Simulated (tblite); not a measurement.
Record of a relaxation.

Species: CH7Ge2O (doublet state).
Atom-mapped SMILES: `[CH2:1][GeH2:2][O:3][GeH3:4]` (hydrogens: H5, H6 on C1; H7, H8 on Ge2; H9, H10, H11 on Ge4)

Computed with GFN2-xTB (tblite), gas phase: L-BFGS steps from a force-field or distance-geometry start until the largest atomic force falls under 0.01 eV/Å. 14 of its 88 geometries are shown.

Step 0: E = -368.4844 eV, largest atomic force 1.555 eV/Å
```
atom  x, y, z in Å  |  force x, y, z in eV/Å
C1     -1.952    0.652   -0.859   -0.942   0.283   1.204
Ge2    -0.874   -0.381    0.340   -0.038  -0.261  -0.227
O3      0.557    0.623    0.751    0.221  -0.733  -0.507
Ge4     2.022    0.075   -0.122    0.544  -0.484   0.493
H5     -2.942    0.177   -1.006    0.618   0.555  -0.314
H6     -2.033    1.680   -0.434   -0.070  -0.573  -0.839
H7     -1.752   -0.685    1.583    0.425   0.157  -0.063
H8     -0.348   -1.702   -0.246   -0.252   0.183   0.255
H9      1.743   -1.285   -0.840    0.125   0.550   0.228
H10     2.519    1.065   -1.161   -0.205   0.032   0.292
H11     3.065   -0.217    1.008   -0.425   0.293  -0.522
```

Step 7: E = -368.9256 eV, largest atomic force 0.647 eV/Å
```
atom  x, y, z in Å  |  force x, y, z in eV/Å
C1     -2.088    0.669   -0.672    0.028  -0.018  -0.017
Ge2    -0.897   -0.429    0.357   -0.482   0.098  -0.421
O3      0.594    0.440    0.656   -0.053   0.200   0.179
Ge4     2.092    0.037   -0.114    0.240  -0.370   0.342
H5     -2.965    0.243   -1.144    0.196   0.167   0.072
H6     -2.056    1.753   -0.600    0.008  -0.316  -0.101
H7     -1.597   -0.665    1.653    0.131  -0.089   0.430
H8     -0.432   -1.746   -0.230   -0.261   0.025  -0.048
H9      1.802   -1.245   -0.835    0.226  -0.109  -0.103
H10     2.467    1.099   -1.067    0.064   0.331  -0.156
H11     3.085   -0.155    1.008   -0.097   0.080  -0.178
```

Step 13: E = -369.0431 eV, largest atomic force 0.515 eV/Å
```
atom  x, y, z in Å  |  force x, y, z in eV/Å
C1     -2.135    0.670   -0.647   -0.100   0.150  -0.179
Ge2    -0.989   -0.434    0.371    0.340  -0.036   0.385
O3      0.574    0.379    0.640   -0.007  -0.097  -0.133
Ge4     2.114    0.011   -0.101   -0.156   0.130  -0.069
H5     -2.967    0.295   -1.208   -0.120  -0.210  -0.038
H6     -2.039    1.737   -0.695    0.166   0.168   0.083
H7     -1.444   -0.682    1.790   -0.044   0.022  -0.030
H8     -0.618   -1.747   -0.257   -0.157  -0.114  -0.115
H9      1.950   -1.273   -0.871    0.091   0.027  -0.001
H10     2.450    1.158   -1.010   -0.021  -0.022  -0.004
H11     3.109   -0.111    1.002    0.008  -0.018   0.102
```

Step 20: E = -369.0795 eV, largest atomic force 0.161 eV/Å
```
atom  x, y, z in Å  |  force x, y, z in eV/Å
C1     -2.134    0.678   -0.648    0.016   0.040   0.029
Ge2    -1.008   -0.440    0.405    0.053  -0.098   0.088
O3      0.574    0.334    0.592   -0.085  -0.066  -0.010
Ge4     2.130    0.023   -0.112   -0.069   0.074  -0.052
H5     -2.959    0.267   -1.208    0.065   0.112   0.059
H6     -1.980    1.744   -0.712   -0.055  -0.091  -0.038
H7     -1.409   -0.677    1.849   -0.012   0.048  -0.153
H8     -0.782   -1.767   -0.290   -0.035  -0.005   0.070
H9      2.055   -1.256   -0.883    0.031  -0.076  -0.088
H10     2.431    1.188   -1.001    0.026   0.031  -0.026
H11     3.087   -0.093    1.023    0.063   0.031   0.122
```

Step 27: E = -369.0951 eV, largest atomic force 0.247 eV/Å
```
atom  x, y, z in Å  |  force x, y, z in eV/Å
C1     -2.131    0.690   -0.618    0.062  -0.076  -0.016
Ge2    -1.019   -0.467    0.413   -0.217  -0.066  -0.099
O3      0.569    0.254    0.547    0.025   0.024   0.057
Ge4     2.146    0.028   -0.122    0.125   0.074  -0.157
H5     -2.949    0.292   -1.192   -0.059   0.028   0.011
H6     -1.946    1.743   -0.736    0.029   0.030   0.032
H7     -1.408   -0.653    1.855   -0.022   0.008   0.014
H8     -0.903   -1.819   -0.266    0.025   0.037   0.071
H9      2.153   -1.245   -0.925    0.043   0.025   0.007
H10     2.427    1.224   -0.998   -0.023  -0.094   0.081
H11     3.066   -0.046    1.057    0.011   0.011   0.000
```

Step 33: E = -369.1090 eV, largest atomic force 0.167 eV/Å
```
atom  x, y, z in Å  |  force x, y, z in eV/Å
C1     -2.118    0.692   -0.636    0.001  -0.028  -0.001
Ge2    -1.063   -0.504    0.408    0.098   0.127  -0.045
O3      0.569    0.160    0.515    0.004  -0.079  -0.062
Ge4     2.171    0.032   -0.146   -0.076  -0.012   0.127
H5     -2.986    0.344   -1.170   -0.008   0.048   0.009
H6     -1.893    1.742   -0.731    0.010  -0.057   0.009
H7     -1.435   -0.624    1.859   -0.029   0.027   0.045
H8     -0.998   -1.878   -0.203    0.016  -0.054  -0.029
H9      2.283   -1.220   -0.971    0.011   0.006   0.028
H10     2.425    1.247   -0.982   -0.048   0.058  -0.042
H11     3.049    0.012    1.069    0.020  -0.036  -0.038
```

Step 40: E = -369.1162 eV, largest atomic force 0.062 eV/Å
```
atom  x, y, z in Å  |  force x, y, z in eV/Å
C1     -2.111    0.688   -0.640    0.015   0.010  -0.010
Ge2    -1.085   -0.532    0.402   -0.013  -0.001   0.030
O3      0.572    0.042    0.460   -0.018   0.003   0.033
Ge4     2.188    0.041   -0.150    0.003  -0.031   0.026
H5     -3.015    0.404   -1.148   -0.019  -0.027   0.013
H6     -1.833    1.723   -0.738    0.033   0.035  -0.009
H7     -1.448   -0.576    1.869    0.023   0.008  -0.051
H8     -1.098   -1.930   -0.164    0.014  -0.013  -0.005
H9      2.411   -1.185   -0.987    0.001  -0.028  -0.016
H10     2.378    1.283   -0.968   -0.044   0.042  -0.012
H11     3.047    0.044    1.077    0.006   0.002   0.001
```

Step 47: E = -369.1186 eV, largest atomic force 0.071 eV/Å
```
atom  x, y, z in Å  |  force x, y, z in eV/Å
C1     -2.101    0.688   -0.650   -0.007   0.032  -0.027
Ge2    -1.080   -0.532    0.391    0.003  -0.029   0.065
O3      0.573    0.043    0.481    0.018  -0.009   0.023
Ge4     2.183    0.039   -0.147    0.007  -0.026  -0.016
H5     -3.021    0.407   -1.131    0.004   0.012   0.006
H6     -1.821    1.724   -0.740    0.003  -0.010  -0.027
H7     -1.455   -0.565    1.853   -0.004  -0.014  -0.010
H8     -1.075   -1.935   -0.164   -0.003   0.001  -0.012
H9      2.405   -1.192   -0.985   -0.016   0.026   0.005
H10     2.344    1.287   -0.965   -0.007   0.002  -0.001
H11     3.055    0.039    1.071    0.001   0.015  -0.005
```

Step 54: E = -369.1243 eV, largest atomic force 0.193 eV/Å
```
atom  x, y, z in Å  |  force x, y, z in eV/Å
C1     -2.045    0.696   -0.679    0.000  -0.011   0.072
Ge2    -1.090   -0.554    0.406    0.041  -0.044  -0.183
O3      0.599   -0.101    0.544   -0.039  -0.017   0.001
Ge4     2.178    0.037   -0.150   -0.079   0.124   0.005
H5     -3.027    0.471   -1.059    0.015  -0.032  -0.006
H6     -1.716    1.708   -0.840    0.071  -0.022  -0.004
H7     -1.486   -0.557    1.854   -0.047  -0.015   0.083
H8     -1.147   -1.964   -0.153   -0.012   0.097   0.045
H9      2.465   -1.151   -1.020   -0.004  -0.019  -0.011
H10     2.211    1.315   -0.944    0.014  -0.046  -0.002
H11     3.064    0.103    1.053    0.039  -0.015   0.000
```

Step 60: E = -369.1301 eV, largest atomic force 0.049 eV/Å
```
atom  x, y, z in Å  |  force x, y, z in eV/Å
C1     -2.007    0.704   -0.675   -0.025  -0.023   0.017
Ge2    -1.090   -0.566    0.408   -0.007  -0.004   0.020
O3      0.613   -0.197    0.587   -0.016   0.041  -0.021
Ge4     2.159    0.051   -0.146   -0.002  -0.003   0.003
H5     -3.011    0.498   -1.008    0.033   0.033  -0.013
H6     -1.629    1.683   -0.915    0.044  -0.007  -0.005
H7     -1.514   -0.562    1.855   -0.020  -0.020   0.010
H8     -1.202   -1.961   -0.153    0.004  -0.031   0.003
H9      2.487   -1.115   -1.035   -0.010   0.000  -0.002
H10     2.126    1.327   -0.939   -0.011   0.006   0.002
H11     3.073    0.139    1.036    0.010   0.007  -0.013
```

Step 67: E = -369.1386 eV, largest atomic force 0.063 eV/Å
```
atom  x, y, z in Å  |  force x, y, z in eV/Å
C1     -1.944    0.707   -0.672   -0.009  -0.007  -0.003
Ge2    -1.093   -0.587    0.433    0.020  -0.045  -0.002
O3      0.604   -0.204    0.671    0.020  -0.014   0.015
Ge4     2.115    0.064   -0.138   -0.028   0.027  -0.034
H5     -2.971    0.586   -0.967   -0.016   0.011  -0.012
H6     -1.468    1.612   -1.006    0.042   0.007   0.002
H7     -1.602   -0.621    1.853    0.036   0.008   0.007
H8     -1.170   -1.982   -0.147    0.006   0.008   0.004
H9      2.425   -1.089   -1.051   -0.026  -0.018   0.018
H10     1.997    1.332   -0.935    0.015   0.029  -0.006
H11     3.113    0.185    0.972   -0.062  -0.007   0.010
```

Step 74: E = -369.1425 eV, largest atomic force 0.047 eV/Å
```
atom  x, y, z in Å  |  force x, y, z in eV/Å
C1     -1.914    0.704   -0.667   -0.007  -0.008  -0.015
Ge2    -1.092   -0.602    0.446   -0.008  -0.004  -0.011
O3      0.599   -0.200    0.705   -0.011  -0.005  -0.020
Ge4     2.083    0.080   -0.148   -0.002   0.020   0.004
H5     -2.947    0.631   -0.961    0.021   0.005   0.011
H6     -1.385    1.567   -1.032    0.007   0.011  -0.001
H7     -1.615   -0.650    1.858    0.026   0.009   0.010
H8     -1.151   -1.993   -0.146    0.009  -0.005   0.003
H9      2.373   -1.087   -1.049   -0.016   0.012  -0.015
H10     1.965    1.353   -0.945   -0.012  -0.042   0.016
H11     3.089    0.200    0.952   -0.005   0.008   0.017
```

Step 80: E = -369.1443 eV, largest atomic force 0.043 eV/Å
```
atom  x, y, z in Å  |  force x, y, z in eV/Å
C1     -1.883    0.699   -0.678    0.030   0.030   0.003
Ge2    -1.101   -0.625    0.444    0.002   0.009   0.000
O3      0.599   -0.268    0.692    0.007   0.002   0.003
Ge4     2.070    0.087   -0.149    0.007  -0.010   0.005
H5     -2.928    0.688   -0.927   -0.021  -0.001  -0.014
H6     -1.318    1.534   -1.060   -0.013  -0.032   0.009
H7     -1.608   -0.632    1.863   -0.001  -0.008  -0.003
H8     -1.194   -2.022   -0.128   -0.002   0.006   0.007
H9      2.400   -1.055   -1.068    0.004   0.002  -0.007
H10     1.903    1.359   -0.932   -0.009   0.007  -0.005
H11     3.066    0.236    0.957   -0.004  -0.004   0.003
```

Step 87: E = -369.1445 eV, largest atomic force 0.010 eV/Å
```
atom  x, y, z in Å  |  force x, y, z in eV/Å
C1     -1.872    0.703   -0.674   -0.001  -0.003   0.002
Ge2    -1.103   -0.628    0.448   -0.003   0.001   0.005
O3      0.602   -0.293    0.692    0.002   0.000  -0.002
Ge4     2.066    0.089   -0.150   -0.002  -0.002   0.005
H5     -2.919    0.708   -0.921    0.000  -0.002  -0.001
H6     -1.292    1.515   -1.078    0.003   0.004  -0.002
H7     -1.607   -0.634    1.867   -0.003   0.000   0.000
H8     -1.216   -2.025   -0.123    0.005   0.003   0.003
H9      2.411   -1.041   -1.076    0.004  -0.004  -0.008
H10     1.875    1.362   -0.926   -0.001   0.006  -0.002
H11     3.061    0.248    0.955   -0.004  -0.003   0.000
```

Q: Summarise the path.

A: The energy falls by 0.6601 eV from step 0 to step 87; nine tenths of that is first reached at step 20. It falls at every step. The largest force goes from 1.555 to 0.010 eV/Å. Among the bonds Ge4–H11 changes most, from 1.566 to 1.495 Å; the atoms move by 0.647 Å rms after alignment.

Q: Follow the three bonds and two angles with the largest change from start to end.

A: 
| step | E above end (eV) | largest force (eV/Å) | Ge4–H11 (Å) | Ge4–H9 (Å) | O3–Ge4 (Å) | Ge2–O3–Ge4 (°) | Ge2–C1–H6 (°) |
| --- | --- | --- | --- | --- | --- | --- | --- |
| 0 | 0.6601 | 1.555 | 1.566 | 1.562 | 1.791 | 111.7 | 107.4 |
| 4 | 0.3298 | 0.747 | 1.464 | 1.479 | 1.743 | 118.7 | 118.6 |
| 8 | 0.1822 | 0.511 | 1.517 | 1.510 | 1.738 | 124.6 | 122.2 |
| 11 | 0.1390 | 0.386 | 1.494 | 1.509 | 1.750 | 126.0 | 123.6 |
| 15 | 0.0836 | 0.157 | 1.501 | 1.509 | 1.741 | 129.5 | 122.4 |
| 19 | 0.0685 | 0.154 | 1.490 | 1.497 | 1.735 | 131.8 | 121.4 |
| 23 | 0.0563 | 0.101 | 1.501 | 1.503 | 1.737 | 135.9 | 123.6 |
| 26 | 0.0524 | 0.191 | 1.500 | 1.505 | 1.730 | 137.3 | 123.7 |
| 30 | 0.0401 | 0.101 | 1.494 | 1.505 | 1.731 | 141.1 | 123.5 |
| 34 | 0.0333 | 0.185 | 1.500 | 1.504 | 1.737 | 144.9 | 122.5 |
| 38 | 0.0294 | 0.067 | 1.498 | 1.503 | 1.728 | 149.3 | 121.9 |
| 42 | 0.0272 | 0.056 | 1.499 | 1.501 | 1.728 | 151.0 | 121.5 |
| 45 | 0.0264 | 0.035 | 1.499 | 1.504 | 1.728 | 149.7 | 121.4 |
| 49 | 0.0249 | 0.093 | 1.498 | 1.506 | 1.728 | 149.0 | 122.0 |
| 53 | 0.0220 | 0.134 | 1.496 | 1.501 | 1.729 | 150.0 | 122.8 |
| 57 | 0.0160 | 0.121 | 1.496 | 1.502 | 1.726 | 148.8 | 124.2 |
| 61 | 0.0133 | 0.078 | 1.497 | 1.502 | 1.729 | 148.3 | 124.6 |
| 64 | 0.0077 | 0.117 | 1.500 | 1.501 | 1.728 | 145.4 | 124.2 |
| 68 | 0.0054 | 0.056 | 1.498 | 1.503 | 1.735 | 144.1 | 123.7 |
| 72 | 0.0025 | 0.056 | 1.495 | 1.504 | 1.735 | 141.9 | 122.6 |
| 76 | 0.0014 | 0.064 | 1.495 | 1.501 | 1.735 | 142.5 | 122.4 |
| 79 | 0.0003 | 0.070 | 1.495 | 1.501 | 1.733 | 142.8 | 122.2 |
| 83 | 0.0001 | 0.015 | 1.495 | 1.502 | 1.732 | 142.6 | 122.2 |
| 87 | 0.0000 | 0.010 | 1.495 | 1.501 | 1.732 | 142.8 | 122.1 |

What follows is the cost of the whole relaxation. On one thread of an Arm Neoverse V2 (shared host), this took 0.31 s wall.
